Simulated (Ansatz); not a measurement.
Consider the substitution at a C–O bond: `C[O][Ge]([CH3])([NH2])[Cl]` + `[F][In]([F])[SH]` → `C[S][In]([F])[F]` + `[CH3][Ge]([NH2])([OH])[Cl]`.

Gas-phase electronic energies from Ansatz, PBE0-D4/def2-TZVP geometries. CCSD(T)/CBS adds triple-zeta CCSD(T) − MP2 to the extrapolated MP2 energy (def2 sets, frozen cores). DFT in def2-TZVPP. B3LYP here is the variant with VWN-RPA as its local correlation; programs differ in this. def2 core potentials past Kr. For Ge, In outer-core shells are correlated without core-valence functions, which leaves a few kJ/mol of doubt a bond. Scalar relativity is left out up to krypton. One conformer a species, not always the lowest.

`C[O][Ge]([CH3])([NH2])[Cl]`:

Cartesian coordinates in Å:
```
C 1.700 0.164 1.427
O 0.408 0.648 1.140
Ge -0.608 -0.156 -0.055
C 0.064 -0.076 -1.864
N -2.203 0.677 0.153
Cl -0.657 -2.266 0.502
H 2.116 0.782 2.225
H 1.681 -0.877 1.766
H 2.368 0.235 0.559
H 0.167 0.966 -2.166
H -0.628 -0.582 -2.537
H 1.032 -0.574 -1.921
H -2.973 0.259 -0.352
H -2.467 0.798 1.121
```

`[F][In]([F])[SH]`:

Cartesian coordinates in Å:
```
F 0.880 1.828 -0.373
In 0.076 0.299 0.494
F -0.048 0.534 2.405
S -0.647 -1.596 -0.675
H -0.262 -1.066 -1.851
```

`C[S][In]([F])[F]`:

Cartesian coordinates in Å:
```
C 0.906 -0.975 -0.648
S 1.209 0.727 -0.067
In -0.905 1.279 0.767
F -2.354 -0.011 0.684
F -1.486 2.929 1.584
H 0.625 -1.634 0.171
H 1.857 -1.309 -1.063
H 0.149 -1.005 -1.428
```

`[CH3][Ge]([NH2])([OH])[Cl]`:

Cartesian coordinates in Å:
```
C -1.010 1.250 0.015
Ge 0.033 -0.368 -0.087
N 1.782 -0.072 0.274
O -0.452 -1.616 1.066
Cl -0.321 -1.260 -2.050
H -0.632 1.985 -0.697
H -0.944 1.657 1.024
H -2.051 1.031 -0.223
H 2.341 -0.911 0.350
H 2.249 0.595 -0.323
H -0.995 -2.291 0.651
```

(1) Is it downhill or uphill in electronic energy at CCSD(T)/CBS, and by how much? (Estimate.)

(2) What do these levels give: ωB97X-V, PBE, PBE0, B3LYP, SCS-MP2/def2-TZVPP, MP2/CBS(def2)? (Estimate.)

Largest T1 diagnostic among the species: 0.016.

## Answers

(1) Computed: Downhill: ΔE = -40.8 kJ/mol.

(2) Ansatz gave: ωB97X-V -34.6, PBE -42.5, PBE0 -41.2, B3LYP -37.2, SCS-MP2/def2-TZVPP -36.8, MP2/CBS(def2) -47.0 kJ/mol.

In def2-TZVPP, CCSD(T) changes the Hartree–Fock value by −5.8 kJ/mol (the triples alone add −1.1 kJ/mol) and MP2 by −12.0 kJ/mol.
